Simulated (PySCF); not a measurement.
Correlation energy of Zn (zinc, neutral)

[Ar] 3d9 4s2 5s1, high-spin 3D determinant (an excited configuration). All numbers are calculated (PySCF 2.14, scalar relativity through the core potential, in aug-cc-pVTZ-PP with ECP10MDF). Frozen: 3s2 3p6; 12 electrons correlated.

```tsv
level	correlation energy (mhartree)
CCSD	-414.76
(T)	-12.24
CCSD(T)	-427.00
```

Diagnostics: T1 = 0.014, D1 = 0.0500, largest double amplitude 0.076.

Problem. Is a single reference adequate?

Solution. Mostly. T1 lies below 0.03, but a double amplitude of this size points to a near-degeneracy that CCSD handles and MP2 describes poorly.
